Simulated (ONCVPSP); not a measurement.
## Pt: one change to an ONCV potential, before and after

Pt (Z = 78), optimised norm-conserving Vanderbilt (ONCV), made with ONCVPSP 4.0.1 (PBEsol, scalar-relativistic). Core [Kr] 4d10 4f14, reference 5s2 5p6 5d9 (charge +1). Waves: 5s: rc 0.95 bohr, ncon 4, nbas 8, qcut 7 1/bohr, 2 projectors, debl 2.1 Ha; 5p: rc 1.75 bohr, ncon 3, nbas 7, qcut 9.2 1/bohr, 2 projectors, debl 1.4 Ha; 5d: rc 1.70 bohr, ncon 3, nbas 7, qcut 8.3 1/bohr, 1 projector; f scattering state at 0.04 Ha: rc 1.40 bohr, ncon 4, nbas 7, qcut 7.4 1/bohr, 2 projectors, debl 3.4 Ha. Local part: polynomial inside 0.60 bohr (lpopt 5, dvloc0 4 Ha). Core correction: Teter function, fcfact 5, rcfact 1.7.

In the s channel the program set the typed energies aside and used -4.047, 0.250 Ha. In the p channel the program set the typed energies aside and used -2.364, 0.250 Ha.

Change: all radii but the core radius scaled by about 1.10 (s 1.04, p 1.92, d 1.86, f 1.54 bohr); local potential polynomial inside 0.66 bohr (lpopt 5, dvloc0 4 Ha).

Cutoffs: the cutoffs (Ha) at which the residual kinetic energy of the hardest occupied pseudo-wave falls to 1 and 0.1 mHa per electron; they do not see the model core or the augmentation charge, which bear on the density cutoff. Errors are all-electron minus pseudo energies relative to the spin-unpolarised reference configuration.

**Question.** How do hardness, ghosts and transferability respond?

**Answer.** The potential gets softer (159 Ha and 193 Ha → 140 Ha and 168 Ha); the bound ghosts move from f, p, s to p, s; the lowest positive-energy flag moves from d at 31.5 eV to d at 89.2 eV; of the 4 tests that both files solve, the error grows in 3 and shrinks in 0 by more than 15 % and 0.3 meV (median size 1.0 → 1.7 meV). A larger radius leaves more room for a smooth pseudo-wave, so fewer plane waves are needed. More of the atom is replaced by a form fitted at one configuration, so other configurations suffer.

```tsv
quantity	base	changed
cutoff, loose	159 Ha	140 Ha
cutoff, tight	193 Ha	168 Ha
loose cutoff by channel	s 159 Ha, p 22 Ha, d 20 Ha	s 140 Ha, p 14 Ha, d 20 Ha
bound ghosts	s, p, f	s, p
GHOST(+) flags under 300 eV	d at 31.5 eV	d at 89.2 eV
error for 5s2 5p6 5d9 6s1, meV [ΔE -9.23 eV]	+0.7	+1.0
error for 5s2 5p6 5d8, meV [ΔE 20.00 eV]	-0.2	-2.2
error for 5s2 5p6 5d7, meV [ΔE 52.25 eV]	-3.6	-15
error for 5s2 5p6 5d9 6p1, meV [ΔE -4.09 eV]	+1.3	+1.3
rms error of d²Exc/dni dnj with the model core, mHa	4.33	4.43
```

 A true bound ghost makes a file unfit for plane-wave use even where its test errors are small: the radial tests pick states by their node count and pass the ghost by.
